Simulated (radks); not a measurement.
All-electron atom: the silicon ion Si2+ in [Ne] 3s2. Method: Dirac Kohn-Sham, PBE, spin-unpolarised, spherical densities, finite nucleus; Fermi nuclear charge, rms radius 3.1224 fm; computed with a radial shooting solver on a logarithmic mesh with Libxc functionals.

Unscreened Slater integrals over Kohn-Sham orbitals (cm^-1). Large and small components are both included. Empty in this configuration: 3p1/2.

\begin{tabular}{lr}
integral & value \\ \hline
F0(3s1/2,3s1/2) & 101300 \\
F0(3s1/2,2p3/2) & 134070 \\
G1(3s1/2,2p3/2) & 9884.4 \\
F0(3s1/2,2p1/2) & 134120 \\
G1(3s1/2,2p1/2) & 9873.4 \\
F0(3s1/2,2s1/2) & 133260 \\
G0(3s1/2,2s1/2) & 7854.3 \\
F0(3s1/2,3p1/2) & 94344 \\
G1(3s1/2,3p1/2) & 62722 \\
F0(2p3/2,2p3/2) & 376280 \\
F2(2p3/2,2p3/2) & 172550 \\
F0(2p3/2,2p1/2) & 377060 \\
G2(2p3/2,2p1/2) & 172660 \\
F0(2p3/2,2s1/2) & 361010 \\
G1(2p3/2,2s1/2) & 215480 \\
F0(2p3/2,3p1/2) & 120110 \\
G2(2p3/2,3p1/2) & 7960.6 \\
F0(2p1/2,2p1/2) & 377850 \\
F0(2p1/2,2s1/2) & 361660 \\
G1(2p1/2,2s1/2) & 215500 \\
F0(2p1/2,3p1/2) & 120160 \\
G0(2p1/2,3p1/2) & 8217.8 \\
F0(2s1/2,2s1/2) & 351200 \\
F0(2s1/2,3p1/2) & 119090 \\
G1(2s1/2,3p1/2) & 6389.8 \\
F0(3p1/2,3p1/2) & 88730 \\
\end{tabular}
